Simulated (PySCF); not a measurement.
Match the calculated data to a structure.

All candidates are C6H10OS.

- UV, first state: lowest singlet excitation: 4.72 eV (263 nm, f = 0.024) [TDDFT PBE0/def2-SVPD]
- Polarisability: 92.7 au [PBE0/def2-SVPD]
- Dipole: 4.69 D [PBE0/def2-SVPD]
- UV, strongest line: among the 8 lowest singlet transitions: S6 at 6.61 eV (188 nm, f = 0.052) [TDDFT PBE0/def2-SVPD]
- Triplet: lowest triplet excitation (Tamm–Dancoff): 4.01 eV [TDA PBE0/def2-SVPD]
- Rotational structure: rotational constants A, B, C: 2.385, 1.840, 1.133 GHz [GFN2-xTB]

The electronic properties come from PySCF, for the isolated species, density fitting. Levels stand in brackets. The structure is a single GFN2-xTB conformer in the gas phase; no vibrational or solvent corrections.

Question: Which candidate is it?
A. `COC(=S)CC1CC1`
B. `C=C(C)COC(C)=S`
C. `CS/C(C)=C/C(C)=O`
D. `C[C@@H]1CCC=C[S@]1=O`

Answer: D. It is `C[C@@H]1CCC=C[S@]1=O`. Numbering: `[CH3:1][C@@H:2]1[CH2:3][CH2:4][CH:5]=[CH:6][S@:7]1=[O:8]`. S1 is mainly HOMO→LUMO (weight 0.96); the largest Löwdin shares of the orbital it empties are 0.45 on the sulfinyl oxygen, 0.30 on the sulfinyl sulfur, 0.09 on the sp3 carbon bound to sulfur and 0.06 on an alkene CH carbon, of the orbital it fills 0.28 on an alkene CH carbon, 0.27 on an alkene CH carbon, 0.15 on the sulfinyl sulfur and 0.06 on the allylic carbon. The optimised geometry has point group C1 and is an asymmetric top.

The others, at the same levels:
- `COC(=S)CC1CC1` fails: its computed lowest singlet excitation is 3.44 eV (361 nm, f = 0.001) (against 4.72 eV), lowest triplet excitation (Tamm–Dancoff) is 3.04 eV (against 4.01 eV) and strongest line among the 8 lowest singlet transitions is S2 at 5.68 eV (218 nm, f = 0.127) (against S6 at 6.61 eV).
- `CS/C(C)=C/C(C)=O` fails: its computed lowest singlet excitation is 3.77 eV (329 nm, f = 0.000) (against 4.72 eV), lowest triplet excitation (Tamm–Dancoff) is 3.13 eV (against 4.01 eV) and strongest line among the 8 lowest singlet transitions is S2 at 4.73 eV (262 nm, f = 0.407) (against S6 at 6.61 eV).
- `C=C(C)COC(C)=S` fails: its computed lowest singlet excitation is 3.17 eV (391 nm, f = 0.000) (against 4.72 eV), lowest triplet excitation (Tamm–Dancoff) is 2.76 eV (against 4.01 eV) and strongest line among the 8 lowest singlet transitions is S3 at 5.45 eV (227 nm, f = 0.241) (against S6 at 6.61 eV).

Each candidate is one conformer, not necessarily the lowest. Dipoles, sizes and rotational constants follow the conformer. The torsions of the flexible species, by atom-mapped SMILES:
- `[CH3:1][O:2][C:3](=[S:4])[CH2:5][CH:6]1[CH2:7][CH2:8]1`: C1–O2–C3–S4 1°, O2–C3–C5–C6 80°, C3–C5–C6–C7 148°
- `[CH3:1][S:2]/[C:3]([CH3:4])=[CH:5]/[C:6]([CH3:7])=[O:8]`: C1–S2–C3–C4 -179°, C3–C5–C6–C7 -179°
- `[CH2:1]=[C:2]([CH3:3])[CH2:4][O:5][C:6]([CH3:7])=[S:8]`: C1–C2–C4–O5 -123°, C2–C4–O5–C6 177°, C4–O5–C6–C7 -2°

The conformers of `C[C@@H]1CCC=C[S@]1=O` aren't listed.
